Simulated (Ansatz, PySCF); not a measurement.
Gas-phase reaction in SMILES: CNC [N-methylmethanamine] → C[N]C + H atom (the H-N bond at the site shown breaks; other sites are not compared here)
Geometries: B3LYP-D3(BJ)/def2-TZVP minima from Ansatz (a quantum-chemistry and plane-wave program).

Property: bond dissociation energy (enthalpy at 298 K, with B3LYP-D3(BJ) rigid-rotor harmonic-oscillator terms from PySCF), in kcal/mol. Valence correlation only, unless marked. UHF or UKS for open shells. No spin-orbit coupling. No relativistic terms. CBS marks a two-point X^-3 extrapolation of the correlation energy; Hartree-Fock from the larger set. The bracket is a focal-point correction in the basis named.

```csv
level,program,bond dissociation energy (kcal/mol)
PBE/def2-TZVPD,Ansatz,[?]
revPBE/def2-TZVPD,Ansatz,85.9
r2SCAN-D4/def2-TZVPD,Ansatz + dftd4,86.9
B3LYP/def2-TZVPD,Ansatz,89.5
PBE0/STO-3G,Ansatz,103.8
PBE0/def2-SVP,Ansatz,89.5
PBE0-D3(BJ)/def2-TZVP,Ansatz + dftd3,[?]
PBE0/def2-QZVPP,Ansatz,89.1
TPSSh-D3(BJ)/def2-TZVPD,PySCF + dftd3,89.4
TPSSh/def2-TZVPD,PySCF,89.0
r2SCAN0-D4/def2-TZVPD,Ansatz + dftd4,87.2
wB97X-V/def2-TZVPD,Ansatz,91.3
B2GP-PLYP/def2-TZVPD,Ansatz,90.9
SCS-MP2/aug-cc-pVDZ,Ansatz,91.8
CCSD/6-31G,Ansatz,81.3
CCSD/aug-cc-pVDZ,Ansatz,88.5
"RI-MP2/CBS(cc-pVTZ,cc-pVQZ)+[CCSD(T)-MP2]/cc-pVTZ",Ansatz,94.8
```

Task: Some entries are withheld; supply them.

Result: 
- PBE/def2-TZVPD, bond dissociation energy (kcal/mol): 88.3
- PBE0-D3(BJ)/def2-TZVP, bond dissociation energy (kcal/mol): 88.9
